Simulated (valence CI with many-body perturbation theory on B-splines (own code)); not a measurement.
Valence orbitals of Ne⁵⁺

Computed by configuration interaction combined with many-body perturbation theory (CI+MBPT): three valence electrons over a frozen Dirac-Fock core [He], radial functions for each j: 11 s, 11 p, 9 d, 7 f, 5 g, 2 h, 1 i, with the one-electron correlation potential Σ1 (screened to all orders), the two-electron term Σ2, the three-electron term Σ3, Breit, model QED; selected single and double excitations, second order for the rest, scaled by the run's own slope (own B-spline code, finite nucleus).

Against 28 measured levels this calculation errs by 163 cm⁻¹ on average and by 445 at most. These come from a selection out of NIST levels in Podobedova, Fuhr, Reader and Wiese, J. Phys. Chem. Ref. Data 33, 525 (2004). Levels without a partner in it may be off by more. 2 measured levels below the end of the list, from 983000 cm⁻¹ on, found no clear computed partner, and computed levels of the same name lie up to 9623 cm⁻¹ from them.

These are the spectroscopic orbitals of the CI (the correlating ones are not listed), shaped by the core and the other valence electrons. h is the expectation value of the core's Dirac-Fock operator, without the valence repulsion; Σ1 is computed up to l = 3 at one energy for each symmetry, that of its lowest orbital but kept below the first core excitation, so for empty shells it is not the orbital's own correlation shift; Breit and QED include the response of the core.

```tsv
Orbital	h (hartree)	Σ1 (cm⁻¹)	Breit (cm⁻¹)	QED (cm⁻¹)	⟨r⟩ (bohr)
2s1/2	-8.738	-977	160	87.3	0.7371
3s1/2	-3.7133	-213	41.0	22.8	1.813
4s1/2	-2.0275	-74.7	15.0	8.4	3.430
5s1/2	-1.2769	-35.4	7.2	4.0	5.534
2p1/2	-8.13	-1876	266	-9.2	0.6709
3p1/2	-3.521	-387	67.3	-2.3	1.830
4p1/2	-1.9498	-143	26.2	-0.9	3.505
5p1/2	-1.2377	-69.1	12.9	-0.4	5.672
2p3/2	-8.1216	-1861	117	-5.1	0.6719
3p3/2	-3.5186	-385	28.9	-1.2	1.831
4p3/2	-1.9488	-142	11.2	-0.5	3.507
5p3/2	-1.2372	-68.6	5.5	-0.2	5.674
3d3/2	-3.4161	-93.5	0.9	-0.2	1.653
4d3/2	-1.9075	-40.6	0.5	-0.1	3.380
5d3/2	-1.2164	-21.0	0.3	0.0	5.599
3d5/2	-3.4155	-93.3	0.2	0.1	1.653
4d5/2	-1.9073	-40.5	0.1	0.0	3.380
5d5/2	-1.2162	-21.0	0.1	0.0	5.600
4f5/2	-1.8795	-5.7	0.0	0.0	2.986
5f5/2	-1.2032	-3.3	0.0	0.0	5.228
4f7/2	-1.8794	-5.7	0.0	0.0	2.986
5f7/2	-1.2031	-3.3	0.0	0.0	5.228
5g7/2	-1.2002		0.0	0.0	4.582
5g9/2	-1.2002		0.0	0.0	4.582
```

Among the shells of the start configuration 2s2 2p1, Σ1 is largest in size for 2p1/2, where it is 0.11 % of h.

Lowest root of each symmetry, sizes in configuration state functions:

```tsv
J	Parity	Roots	Reference	Variational	Second order	Change by selected CI (cm⁻¹)	Change by second order (cm⁻¹)
1/2	even	13	42	10169	25707	-4024	-1
3/2	even	14	57	16169	55465	-4022	-1
5/2	even	10	51	16477	72767	-4019	-2
7/2	even	2	28	10245	70817	-7446	-5
1/2	odd	11	40	11893	27631	-7726	-2
3/2	odd	16	59	17798	56283	-7725	-3
5/2	odd	11	49	18813	75992	-13567	-14
7/2	odd	6	33	16243	79496	-8424	-3
9/2	odd	2	15	9865	51305	-8430	-6
```
